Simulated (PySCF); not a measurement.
CH8GeOSi, SMILES [SiH2](C)[O][GeH3].

Geometry optimised at TPSSh-D3(BJ)/def2-SVP. This is a generated structure with no PubChem entry under its InChIKey; it may be hypothetical. Other conformers were not sampled.

All values below come from PySCF with TDA-PBE/def2-SVPD.

Vertical excitations. The molecule is in vacuum. State labels are in the subgroup Cs.

Computed excitation energies, oscillator strengths and character:
| state | symmetry | energy (eV) | λ (nm) | f | main pairs |
|---|---|---|---|---|---|
| S1 | A" | 5.95 | 208 | 0.001 | HOMO→LUMO 99 % |
| S2 | A' | 6.24 | 199 | 0.008 | HOMO−1→LUMO 98 % |
| S3 | A" | 6.48 | 191 | 0.019 | HOMO→LUMO+1 98 % |
| S4 | A' | 6.79 | 183 | 0.052 | HOMO−1→LUMO+1 97 % |
| S5 | A" | 6.87 | 181 | 0.011 | HOMO→LUMO+2 99 % |
| S6 | A' | 7.17 | 173 | 0.002 | HOMO−2→LUMO 99 % |
| S7 | A" | 7.20 | 172 | 0.002 | HOMO−3→LUMO 96 % |
| S8 | A' | 7.28 | 170 | 0.080 | HOMO−1→LUMO+2 95 % |
| S9 | A" | 7.32 | 169 | 0.000 | HOMO→LUMO+3 96 % |
| S10 | A' | 7.62 | 163 | 0.017 | HOMO−1→LUMO+3 70 %, HOMO→LUMO+4 25 % |
| T1 | A" | 5.67 | 219 | 0 | HOMO→LUMO 99 % |
| T2 | A' | 5.95 | 208 | 0 | HOMO−1→LUMO 99 % |
| T3 | A" | 6.32 | 196 | 0 | HOMO→LUMO+1 98 % |
| T4 | A' | 6.59 | 188 | 0 | HOMO−1→LUMO+1 97 % |
Triplets are in the Tamm–Dancoff approximation.
